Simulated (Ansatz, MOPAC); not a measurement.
Species: SnF, net charge 1, singlet state. SMILES: [F][Sn+]
Geometry from a B3LYP-D3(BJ)/def2-TZVP (Ansatz, a first-principles code) optimisation:
```xyz
2

Sn     0.0000     0.0000    -0.2879
F      0.0000     0.0000     1.5994
```
Charge +1, spin multiplicity 1.

Wanted: vertical electron affinity to the doublet, in eV. Terms: STO-3G and 3-21G all-electron and non-relativistic; UHF or UKS for open shells; each state is the SCF solution reached for its charge and spin; def2 sets with scalar-relativistic core potentials past Kr; no spin-orbit coupling. Ab initio and DFT rows: single points at B3LYP-D3(BJ) geometries (Ansatz). Semi-empirical rows: differences of heats of formation at the shared geometry for vertical values. The spin state of an ion or metal species was assumed, not searched.

```
species            coefficient  E at B3LYP/STO-3G (Ansatz), Eh  E at PBE/def2-TZVPD (Ansatz), Eh  heat of formation at PM3 (MOPAC), kcal/mol
-----------------  -----------  ------------------------------  --------------------------------  ------------------------------------------
charge 0, doublet           -1                     -6063.63168                        -314.11105                                      -16.86
charge 1, singlet           +1                     -6063.49808                        -313.85564                                      148.68
```

 1 Eh = 27.2114 eV and 1 eV = 23.0605 kcal/mol.

Q: Compute it at each level from the table.

A: 
- B3LYP/STO-3G: the sum of coefficient times E is 0.13360 Eh, or 3.635 eV. Result: 3.64 eV.
- PBE/def2-TZVPD: the sum of coefficient times E is 0.25541 Eh, or 6.950 eV. Result: 6.95 eV.
- PM3: the sum of coefficient times heat of formation is 165.54 kcal/mol, or 7.18 eV.
